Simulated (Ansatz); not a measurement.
CuF, charge -1, doublet, geometry from GFN2-xTB (such geometries of metal compounds can be far from the true shape) (the multiplicity is a formal guess) (a gas-phase anion, which may not be bound at this level); PBE0/def2-TZVP in Ansatz (a first-principles code).

Ansatz was given this input:
Ansatz 0.2 input:
```yaml
crystal:
  periodic: [false, false, false]
  atoms:
    - {symbol: Cu, position_ang: [-0.00000000, -0.00000000, -0.36514890]}
    - {symbol: F, position_ang: [0.00000000, 0.00000000, 1.17659091]}
basis:
  gaussian:
    orbitals: def2-TZVP
hamiltonian:
  xc: pbe0
total_charge: -1
magnetization: {spin_polarized: true, initial_magnetization: 1}
accuracy: high
```

The log (banner, timings and long lists left out):

```
Functional definition: PBE0
1299 factors; integrals over basis functions are off by at most 4.6e-9 eV
mean field evaluation 1: about -47317.4136 eV, gradient 1.4e2 eV
mean field evaluation 2: about -47252.7652 eV, gradient 2.5e2 eV
mean field evaluation 4: about -47348.9403 eV, gradient 1.0e1 eV
mean field evaluation 8: about -47349.3110 eV, gradient 6.9e-1 eV
mean field evaluation 16: about -47349.3131 eV, gradient 1.5e-3 eV
mean field -47349.31314948 eV, -1740.0551637263 hartree, gradient 6.7e-8 eV, S^2 0.757314; 0 other end points of the search recorded, 0 dependent functions left out
reference -47349.31315143 eV, -1740.0551637978 hartree; 20, 19 occupied and 56, 57 virtual orbitals, 1299 factors
Total energy: -47349.31315143 eV, -1740.0551637978 hartree
```
